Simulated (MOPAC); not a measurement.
MOPAC input (PM3):

```
PM3 PRECISE GNORM=0.05 LET XYZ GEO-OK AUX(PRECISION=9) THREADS=1
BrCs

Cs   -0.00000000 1   -0.00000000 1   -1.22009700 1
Br    0.00000000 1    0.00000000 1    1.91729500 1
```

From the output:

```
                                                       MOPAC v23.2.5 Linux

          FINAL HEAT OF FORMATION =        -58.41849 KCAL/MOL =    -244.42296 KJ/MOL

          COSMO AREA              =        209.08 SQUARE ANGSTROMS
          COSMO VOLUME            =        279.35 CUBIC ANGSTROMS

          GRADIENT NORM           =          0.03736          =       0.02642 PER ATOM
          IONIZATION POTENTIAL    =          8.538278 EV
          HOMO LUMO ENERGIES (EV) =         -8.538 -0.175
          NO. OF FILLED LEVELS    =          4
          MOLECULAR WEIGHT        =        212.8094         POINT GROUP:  C*v

          MOLECULAR DIMENSIONS (Angstroms)

            Atom       Atom       Distance
           Br     2   Cs     1     3.07282
           Br     2   Cs     1     0.00000
           Cs     1   Br     2     0.00000

          SCF CALCULATIONS        =          4

   ATOM   CHEMICAL          X               Y               Z
  NUMBER   SYMBOL      (ANGSTROMS)     (ANGSTROMS)     (ANGSTROMS)

     1      Cs          0.00000000  *   0.00000000  *  -1.18780977  *
     2      Br         -0.00000000  *  -0.00000000  *   1.88500777  *

                             CARTESIAN COORDINATES

   1   Cs        0.000000000     0.000000000    -1.187809765
   2   Br       -0.000000000    -0.000000000     1.885007765

           Empirical Formula: Cs Br  =     2 atoms

      MOLECULAR POINT GROUP   :   C*v

                  EIGENVALUES
 -11.23808  -8.53910  -8.53828  -8.53828  -0.17529   1.46857   1.46857   2.05755

              NET ATOMIC CHARGES AND DIPOLE CONTRIBUTIONS

  ATOM NO.   TYPE          CHARGE      No. of ELECS.   s-Pop       p-Pop
    1         Cs           0.813498        0.1865     0.00233     0.18417
    2         Br          -0.813498        7.8135     1.86578     5.94772
 DIPOLE           X         Y         Z       TOTAL
 POINT-CHG.     0.000     0.000   -12.007    12.007
 HYBRID        -0.000    -0.000    -0.019     0.019
 SUM           -0.000    -0.000   -12.025    12.025

          ATOMIC ORBITAL ELECTRON POPULATIONS

     Atom    s        px        py        pz
    1 Cs   0.00233   0.02440   0.02440   0.13537
    2 Br   1.86578   1.97560   1.97560   1.99652

 **********************
 *                    *
 * JOB ENDED NORMALLY *
 *                    *
 **********************

 == MOPAC DONE ==
```

The geometry given is a B3LYP-D3(BJ)/def2-TZVP minimum.
